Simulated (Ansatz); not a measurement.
Frontier orbitals of Cl₂H₂NNbS (`[NH2][Nb](=[S])([Cl])[Cl]`).

Total charge 0; spin multiplicity 1. Correlated methods include outer-core shells of Nb, which these sets cover unevenly. Nb takes the def2 core potential. Geometry: relaxed with PBE0-D4/def2-TZVP. It is one conformer, not always the lowest. Basis def2-TZVPP, Ansatz.

```csv
functional,HOMO (eV),LUMO (eV),gap (eV)
PBE,-6.87,-3.52,3.35
BLYP,-6.68,-3.37,3.31
B97M-V,-7.20,-3.41,3.79
PBE0,-8.05,-2.80,5.25
r2SCANh,-7.60,-3.19,4.41
BHLYP,-9.04,-1.88,7.16
CAM-B3LYP,-9.28,-1.73,7.55
LC-ωPBE,-10.64,-0.71,9.93
ωB97M-V,-10.12,-0.75,9.37
```

From PBE to PBE0 the HOMO moves by −1.18 eV and the LUMO by +0.72 eV, and with ωB97M-V by −3.25 and +2.77 eV, so the gap grows from 3.35 to 9.37 eV with exact exchange.

LC-ωPBE has ω = 0.4 bohr⁻¹.
